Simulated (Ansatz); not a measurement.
Frontier orbitals of `CC(C)OB(N)N`.

```xyz
18

C    -1.323   -0.852   -1.665
C    -0.296   -0.061   -0.885
C    -0.496    1.437   -1.036
O    -0.404   -0.438    0.471
B     0.638   -0.327    1.368
N     1.927    0.141    0.994
N     0.349   -0.713    2.701
H    -2.328   -0.618   -1.305
H    -1.156   -1.924   -1.541
H    -1.272   -0.612   -2.730
H     0.701   -0.332   -1.265
H    -0.399    1.739   -2.082
H     0.236    1.991   -0.446
H    -1.494    1.714   -0.687
H     2.175    0.401    0.059
H     2.698    0.173    1.635
H    -0.564   -1.039    2.956
H     1.006   -0.679    3.457
```

Total charge 0; spin multiplicity 1. The structure was optimised at the PBE0-D4/def2-TZVP level. It is one conformer, not always the lowest. Basis def2-TZVPP, Ansatz.

Problem. Compute the vertical ionisation energy as the energy of the cation minus that of the neutral molecule, at each level. (Best estimate.)

Solution. The calculation gave: 
```json
{"level": "PBE-D4/def2-TZVPP", "IE (eV)": "8.50", "difference from CCSD(T)/CBS(def2)": "-0.85"}
{"level": "r2SCAN-D4/def2-TZVPP", "IE (eV)": "8.61", "difference from CCSD(T)/CBS(def2)": "-0.74"}
{"level": "PBE0-D4/def2-TZVPP", "IE (eV)": "8.88", "difference from CCSD(T)/CBS(def2)": "-0.46"}
{"level": "B3LYP-D4/def2-TZVPP", "IE (eV)": "8.91", "difference from CCSD(T)/CBS(def2)": "-0.44"}
{"level": "ωB97X-V/def2-TZVPP", "IE (eV)": "9.16", "difference from CCSD(T)/CBS(def2)": "-0.19"}
{"level": "ωB97M-V/def2-TZVPP", "IE (eV)": "9.14", "difference from CCSD(T)/CBS(def2)": "-0.21"}
{"level": "B2PLYP/def2-TZVPP", "IE (eV)": "9.00", "difference from CCSD(T)/CBS(def2)": "-0.34"}
{"level": "HF/def2-TZVPP", "IE (eV)": "8.14", "difference from CCSD(T)/CBS(def2)": "-1.21"}
{"level": "MP2/def2-TZVPP", "IE (eV)": "9.50", "difference from CCSD(T)/CBS(def2)": "0.15"}
{"level": "CCSD/def2-TZVPP", "IE (eV)": "9.18", "difference from CCSD(T)/CBS(def2)": "-0.17"}
{"level": "CCSD(T)/def2-TZVPP", "IE (eV)": "9.17", "difference from CCSD(T)/CBS(def2)": "-0.18"}
{"level": "HF/def2-QZVPP", "IE (eV)": "8.15", "difference from CCSD(T)/CBS(def2)": "-1.20"}
{"level": "MP2/def2-QZVPP", "IE (eV)": "9.60", "difference from CCSD(T)/CBS(def2)": "0.26"}
{"level": "HF/CBS(def2)", "IE (eV)": "8.15", "difference from CCSD(T)/CBS(def2)": "-1.20"}
{"level": "MP2/CBS(def2)", "IE (eV)": "9.68", "difference from CCSD(T)/CBS(def2)": "0.33"}
{"level": "CCSD/CBS(def2)", "IE (eV)": "9.36", "difference from CCSD(T)/CBS(def2)": "0.01"}
{"level": "CCSD(T)/CBS(def2)", "IE (eV)": "9.35", "difference from CCSD(T)/CBS(def2)": "0.00"}
```

B3LYP here is the variant with VWN-RPA as its local correlation; programs differ in this.
